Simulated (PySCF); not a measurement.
C₃H₂F₃O, multiplicity 2. Atoms are numbered in the order given.

```xyz
9

C      1.3280     1.5461     0.0000
C      0.1429     0.9571     0.0000
O     -1.0755     1.5548     0.0000
C     -0.0087    -0.5547     0.0000
F     -0.6839    -0.9716    -1.0830
F     -0.6839    -0.9716     1.0830
F      1.1896    -1.1592     0.0000
H      2.3784     1.2751     0.0000
H     -0.9432     2.5167     0.0000
```
Charge 0, spin multiplicity 2.

Coordinates come from a TPSSh-D3(BJ)/def2-SVP optimisation. The isomer is the one that the SMILES or the coordinates give; other isomers of the formula were not compared. Other conformers were not sampled.

All values below come from TDA-PBE/def2-SVPD run with PySCF.

Vertical excitations. Gas-phase values at a fixed geometry.

List the lowest excited states. (An estimate is asked for; the answer gives what the named calculation found.)


| state | energy (eV) | λ (nm) | f | main pairs |
|---|---|---|---|---|
| root 1 | 1.86 | 665 | 0.001 | β HOMO→LUMO 99 % |
| root 2 | 4.28 | 289 | 0.000 | α HOMO−1→LUMO 48 %, β HOMO→LUMO+1 50 % |
| root 3 | 5.14 | 241 | 0.001 | α HOMO→LUMO 96 % |
| root 4 | 5.16 | 240 | 0.005 | β HOMO−1→LUMO 99 % |
| root 5 | 5.50 | 226 | 0.001 | β HOMO−2→LUMO 99 % |
| root 6 | 5.58 | 222 | 0.003 | β HOMO−3→LUMO 97 % |
| root 7 | 6.08 | 204 | 0.000 | α HOMO−1→LUMO+1 27 %, β HOMO→LUMO+2 72 % |
| root 8 | 6.09 | 204 | 0.006 | α HOMO−1→LUMO 7 %, β HOMO−4→LUMO 62 %, β HOMO−5→LUMO 23 % |
| root 9 | 6.17 | 201 | 0.011 | β HOMO−5→LUMO 61 %, β HOMO−4→LUMO 33 % |
| root 10 | 6.19 | 200 | 0.039 | α HOMO→LUMO+1 85 %, β HOMO−5→LUMO 8 % |
Unrestricted roots are not spin-pure.
